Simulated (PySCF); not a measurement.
Below is a simulated gas-phase C 1s photoelectron spectrum of methyl selenocyanate (`C[Se]C#N`).

Every computed line was given a Gaussian of 0.5 eV full width at half maximum and an area set by the number of equivalent atoms; the highest printed point is 100. Computed with delta-SCF UKS SCAN, pcX-2 on the ionised atom, pcseg-1 elsewhere, spin-free X2C in PySCF 2.14.0.

binding energy (eV), intensity and a bar:
```
    291.3          0 
    291.4          1 
    291.5          4 #
    291.6         10 ###
    291.7         24 #######
    291.8         45 #############
    291.9         69 #####################
    292.0         90 ###########################
    292.1        100 ##############################
    292.2         94 ############################
    292.3         75 #######################
    292.4         51 ###############
    292.5         29 #########
    292.6         13 ####
    292.7          5 #
    292.8          2 
    292.9          0
```

Q: Count the maxima, the lines and the sites behind this envelope.

A: The curve has 1 maximum (at 292.1 eV). Under it lie 2 lines from 2 inequivalent carbon sites. At this width some lines have no maximum of their own.

Q: Decompose the envelope and assign each component. Numbering: `[CH3:1][Se:2][C:3]#[N:4]`.

A: 
| position (eV) | relative area | line | atoms | environment |
| --- | --- | --- | --- | --- |
| 292.00 | 1 | C 1s | C1 | sp3 carbon bound to selenium |
| 292.23 | 1 | C 1s | C3 | cyano carbon |

Q: Above which line width would these two lines show one maximum?

A: Two equal Gaussians merge once their distance is under 2σ = FWHM/1.177. With 0.22 eV between them that is a full width over 0.26 eV.

The 2 C 1s values lie within 0.23 eV of each other; Gaussian lines of 0.5 eV full width would blend them into one maximum.

Shake-up satellites, vibrational structure and lifetime widths aren't simulated. Isolated species at its PBE0-D3(BJ)/def2-SVP geometry, gas phase.
